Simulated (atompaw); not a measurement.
## How hard is this Sr (Z = 38) PAW (atompaw) potential?

strontium (Sr), PAW, made with atompaw 4.2.0.5 (PBE, scalar-relativistic). Core [Kr], reference 4d0 5s2 5p0. Waves: 5s (bound): rc 3.00 bohr; 5s channel at 0.25 Ry: rc 3.00 bohr; 5p (bound, empty): rc 2.30 bohr; 5p channel at 3.15 Ry: rc 3.00 bohr; 4d (bound, empty): rc 3.00 bohr; 4d channel at 2.55 Ry: rc 3.00 bohr. Local part: bessel scheme, radius 2.50 bohr. Core correction: smooth core density matched at 2.45 bohr. Augmentation charge: sinc compensation charge, radius 2.90 bohr; PAW radius 3.00 bohr; waves and projectors: custom rrkj vanderbiltortho.

The pseudo-atom Hamiltonian at the reference potential is diagonalised in spherical Bessel functions j_l(qr) that vanish at 20 bohr, with q² up to the cutoff. All-electron valence levels (Ry): 5s -0.2592, 5p -0.0944, 4d -0.0942.

Question: How do the lowest levels (Ry) of each channel move with the cutoff, and are there ghosts?

Answer:

```json
{"cutoff (Ry)": "8", "s #1": "-0.9849", "s #2": "-0.2591", "p #1": "-0.1246", "p #2": "0.0358", "p #3": "0.1629", "d #1": "-0.0895", "f #1": "0.0907", "f #2": "0.2004", "Σ f·Δε (mRy)": "0.1"}
{"cutoff (Ry)": "10", "s #1": "-0.9853", "s #2": "-0.2592", "p #1": "-0.1328", "p #2": "0.0337", "p #3": "0.1594", "d #1": "-0.0937", "f #1": "0.0907", "f #2": "0.2004", "Σ f·Δε (mRy)": "0.0"}
{"cutoff (Ry)": "400", "s #1": "-0.9903", "s #2": "-0.2592", "p #1": "-2.4914", "p #2": "-0.0944", "p #3": "0.0441", "d #1": "-0.0942", "f #1": "0.0907", "f #2": "0.2004", "Σ f·Δε (mRy)": "0.0"}
```

Result: ghost states, extra bound levels that the all-electron valence spectrum of the same l lacks: p at -33.9 eV, s at -13.5 eV (a true bound ghost makes a file unfit for plane-wave use); 10 mRy is reached at 6 Ry and 1 mRy at 6 Ry.

The cutoffs count occupied waves only; the empty 5p level needs 15 Ry at the loose tolerance.
